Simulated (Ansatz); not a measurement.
Reactions of `C[CH2][Al]([F])[F]`.

Calculated with Ansatz (gas phase, PBE0-D4/def2-TZVP geometries, no zero-point term in ΔE). CBS: MP2 limit from def2 TZ/QZ plus the TZ coupled-cluster correction, frozen cores. This one scheme is used for every species. def2 core potentials past Kr. For Ga, Hf, Mg outer-core shells are correlated without core-valence functions, which leaves a few kJ/mol of doubt a bond. Scalar relativity is left out up to krypton. Each species was taken in one conformer, which may not be the lowest.

```json
{"reaction": "`C[CH2][Al]([F])[F]` + `[OH][Mg][SH]` → `C[S][Mg][OH]` + `[CH3][Al]([F])[F]`", "CCSD(T)/def2-SVP (kJ/mol)": "28", "CCSD/CBS(def2) (kJ/mol)": "15"}
{"reaction": "`C[CH2][Al]([F])[F]` + `[NH2][Al]([NH2])[OH]` → `C[O][Al]([NH2])[NH2]` + `[CH3][Al]([F])[F]`", "CCSD(T)/def2-SVP (kJ/mol)": "33", "CCSD/CBS(def2) (kJ/mol)": "44"}
{"reaction": "`C[CH2][Al]([F])[F]` + H₂S → `[F][Al]([F])[SH]` + `CC`", "CCSD(T)/def2-SVP (kJ/mol)": "-113", "CCSD/CBS(def2) (kJ/mol)": "-116"}
{"reaction": "`C[CH2][Al]([F])[F]` + `C[NH][Hf]([F])([F])[F]` → `CC[N](C)[Hf]([F])([F])[F]` + `[F][AlH][F]`", "CCSD(T)/def2-SVP (kJ/mol)": "33", "CCSD/CBS(def2) (kJ/mol)": "51"}
{"reaction": "`C[CH2][Al]([F])[F]` + `[OH][Ga]([F])[Cl]` → `CC[O][Ga]([F])[Cl]` + `[F][AlH][F]`", "CCSD(T)/def2-SVP (kJ/mol)": "58", "CCSD/CBS(def2) (kJ/mol)": "76"}
```

Question: Give the CCSD(T)/CBS values in the same order. (Best estimate.)

Answer: The calculation gave: 14, 45, -116, 49, 76 kJ/mol.

Largest T1 diagnostic: 0.015, for `C[NH][Hf]([F])([F])[F]`.
